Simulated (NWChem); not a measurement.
# CH₃AlCl₂O; SMILES C[O][Al]([Cl])[Cl]

Computed with NWChem. Pople sets run with spherical d functions. Level PBE/6-31G*: optimisations from one semi-empirical or force-field start; each run changes one setting, and all end within 0.3 mHa of each other. One conformer.

```
setting                                             optimisation steps
--------------------------------------------------  ------------------
redundant internal coordinates, default thresholds                  41
symmetry off                                                        36
Cartesian coordinates                                               20
loose thresholds                                                    20
```
